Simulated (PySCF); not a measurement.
**Bond length, frequency and bond energy of ZrP by level of theory**

State: ²Σ⁺ (doublet), unpaired electrons σ ↑. Set-up: basis Zr def2-TZVPP with ECP28, P def2-TZVPP; scalar-relativistic core potentials; PySCF 2.14. De refers to Zr (4d2 5s2) + P in their high-spin ground configurations, without counterpoise correction. The functionals are run spin-unrestricted. A positive dipole means Zr(−)P(+). Levels whose curve was spin-contaminated or gave no clean fit are not listed.

```
       Level  Re (Å)  ωe (cm⁻¹)  De (eV)  μ (D)
        ROHF   2.156        597      n/a  -6.41
    ROHF-MP2   2.221        491      n/a    n/a
ROHF-SCS-MP2   2.219        497      n/a    n/a
   ROHF-CCSD   2.184        552     3.12    n/a
ROHF-CCSD(T)   2.212        516     3.70    n/a
         PBE   2.196        526      n/a  -4.71
        BP86   2.199        524      n/a  -4.70
      r²SCAN   2.181        549      n/a  -5.02
       M06-L   2.191        537      n/a  -4.66
        PBE0   2.170        558      n/a  -5.21
     r²SCAN0   2.163        560      n/a  -5.34
   BHandHLYP   2.163        564      n/a  -5.57
```

Correlated steps freeze 5 core orbitals. De is left out where the level can put another filling of the metal’s s and d shells below the measured ground configuration, by anything from nothing to about 1 eV. These are scalar-relativistic numbers at best; spin–orbit coupling would shift them, the dissociation energy most. The CCSD T1 diagnostic is raised, a sign that a single reference may not be enough here. UHF is strongly spin-contaminated for ZrP, so the ROHF reference used there is far from stable. The state is the lowest single determinant that the PBE0 search found; with open d or f shells the true ground state can be another one.

The whole job (state search and all levels along the bond) took about 21 min on 2 threads of Intel Xeon Platinum 8259CL @ 2.50GHz (shared host), peak memory 4.9 GiB.
